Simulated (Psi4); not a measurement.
C2H6N (SMILES CC[NH-]), charge -1, singlet, at a GFN2-xTB geometry (a gas-phase anion, which may not be bound at this level); CCSD(T)/def2-SV(P) (Psi4).

Psi4 was given this input:
```
memory 2 GB

molecule {
-1 1
  C     1.19119079   -0.38292669    0.00717213
  C    -0.13122655    0.52167957    0.02064457
  N    -1.34791120   -0.10755068    0.08388981
  H     2.09946740    0.22915829    0.01714482
  H     1.19406526   -1.03706791    0.87919469
  H     1.20063277   -1.00631015   -0.88849714
  H     0.06822949    1.23865150   -0.89692383
  H    -0.02730219    1.17890666    0.90869617
  H    -1.45949966   -0.68300083   -0.77374348
}

set basis def2-sv(p)

energy('ccsd(t)')
print_variables()
```

Problem. What does Psi4 print? Leave out banner, timings and long lists.

Solution. 
```
   => Loading Basis Set <=

    Name: DEF2-SV(P)
    Role: ORBITAL
    Keyword: BASIS

         ---------------------------------------------------------
                                   SCF
               by Justin Turney, Rob Parrish, Andy Simmonett
                          and Daniel G. A. Smith
                              RHF Reference
         ---------------------------------------------------------

  ==> Geometry <==

    Molecular point group: c1
    Full point group: C1

    Geometry (in Angstrom), charge = -1, multiplicity = 1:

       Center              X                  Y                   Z               Mass
    ------------   -----------------  -----------------  -----------------  -----------------
         C            1.260558963474    -0.384713491006    -0.009819592010    12.000000000000
         C           -0.061858376526     0.519892768994     0.003652847990    12.000000000000
         N           -1.278543026526    -0.109337481006     0.066898087990    14.003074004430
         H            2.168835573474     0.227371488994     0.000153097990     1.007825032230
         H            1.263433433474    -1.038854711006     0.862202967990     1.007825032230
         H            1.270000943474    -1.008096951006    -0.905488862010     1.007825032230
         H            0.137597663474     1.236864698994    -0.913915552010     1.007825032230
         H            0.042065983474     1.177119858994     0.891704447990     1.007825032230
         H           -1.390131486526    -0.684787631006    -0.790735202010     1.007825032230

  Running in c1 symmetry.

  Rotational constants: A =      1.20169  B =      0.29848  C =      0.26870 [cm^-1]
  Rotational constants: A =  36025.72803  B =   8948.27800  C =   8055.29125 [MHz]
  Nuclear repulsion =   75.069422257083247

  Charge       = -1
  Multiplicity = 1
  Electrons    = 26
  Nalpha       = 13
  Nbeta        = 13

  ==> Algorithm <==

  SCF Algorithm Type is PK.
  DIIS enabled.
  MOM disabled.
  Fractional occupation disabled.
  Guess Type is SAD.
  Energy threshold   = 1.00e-08
  Density threshold  = 1.00e-08
  Integral threshold = 1.00e-12

  ==> Primary Basis <==

  Basis Set: DEF2-SV(P)
    Blend: DEF2-SV(P)
    Number of shells: 30
    Number of basis functions: 54
    Number of Cartesian functions: 57
    Spherical Harmonics?: true
    Max angular momentum: 2

  ==> Integral Setup <==

  Using in-core PK algorithm.
   Calculation information:
[...]
  @RHF Final Energy:  -133.44259083355934
    Total Energy =                       -133.4425908335593363
[...]
             11   4         0.0075614494

    Largest TIjAb Amplitudes:
     11  11  21  21        -0.0258373049
      7   7  17  17        -0.0231519868
      9   9   6   6        -0.0215325990
     12  12  22  22        -0.0196660113
      6   6   8   8        -0.0171518728
     12  12  23  23        -0.0170234185
     11  11  11  11        -0.0170048468
      9   9  16  16        -0.0169873934
     12  12   0   0        -0.0165357830
      6   6  18  18        -0.0163105387

    SCF energy       (wfn)                    = -133.442590833559336
    Reference energy (file100)                = -133.442590833559393

    Opposite-spin MP2 correlation energy      =   -0.327916854160667
    Same-spin MP2 correlation energy          =   -0.106231571596789
    Singles MP2 correlation energy            =   -0.000000000000000
    MP2 correlation energy                    =   -0.434148425757456
      * MP2 total energy                      = -133.876739259316849

    Opposite-spin CCSD correlation energy     =   -0.372635189527248
    Same-spin CCSD correlation energy         =   -0.097184838534876
    Singles CCSD correlation energy           =    0.000000000000000
    CCSD correlation energy                   =   -0.469820028062123
      * CCSD total energy                     = -133.912410861621510

            **************************
            *                        *
            *        CCTRIPLES       *
            *                        *
            **************************

    Wave function   =    CCSD_T
    Reference wfn   =      RHF

    Nuclear Rep. energy (wfn)                =   75.069422257083247
    SCF energy          (wfn)                = -133.442590833559336
    Reference energy    (file100)            = -133.442590833559393
    CCSD energy         (file100)            =   -0.469820028062123
    Total CCSD energy   (file100)            = -133.912410861621510

    Number of ijk index combinations:              455
    Approx. words needed per explicit thread:          275684
    Number of threads for explicit ijk threading:    1

    MKL num_threads set to 1 for explicit threading.

    (T) energy                                =   -0.013331502637423
      * CCSD(T) total energy                  = -133.925742364258952

  Variable Map:
  ----------------------------------------------------------------------------
[...]
  Array Variable Map:
  ----------------------------------------------------------------------------
[...]
[...]
```
